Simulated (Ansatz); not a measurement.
## Ansatz (development build ahead of 0.2.0) run

```yaml
crystal:
  periodic: [false, false, false]
  atoms:
    - { symbol: B, position_ang: [1.42991, 2.0e-05, -4.0e-05] }
    - { symbol: "N", position_ang: [0.715, 1.23832, 3.0e-05] }
    - { symbol: B, position_ang: [-0.71495, 1.23835, 5.0e-05] }
    - { symbol: "N", position_ang: [-1.4299, 0.0, 1.0e-05] }
    - { symbol: B, position_ang: [-0.71493, -1.23847, -5.0e-05] }
    - { symbol: "N", position_ang: [0.71503, -1.23837, 8.0e-05] }
    - { symbol: H, position_ang: [2.62991, -4.0e-05, -1.0e-05] }
    - { symbol: H, position_ang: [1.22242, 2.11743, -7.0e-05] }
    - { symbol: H, position_ang: [-1.31506, 2.27757, 3.0e-05] }
    - { symbol: H, position_ang: [-2.44506, 5.0e-05, 6.0e-05] }
    - { symbol: H, position_ang: [-1.3151, -2.27765, 0.0] }
    - { symbol: H, position_ang: [1.22243, -2.11741, -6.0e-05] }
basis:
  gaussian: { orbitals: cc-pVDZ }
hamiltonian:
  xc: hf
correlation:
  method: mp2
  frozen_orbitals: { B: 1, H: 0, "N": 1 }
```

The input is written out in the form of the current development build from the run's settings.

The run gave:

| Property | Result |
| --- | --- |
| Converged | yes |
| Reference energy | -241.17043 hartree |
| Correlation energy | -0.73625 hartree |
| Total energy | -241.90667 hartree |
| Spin squared of the determinant | 0.000 |
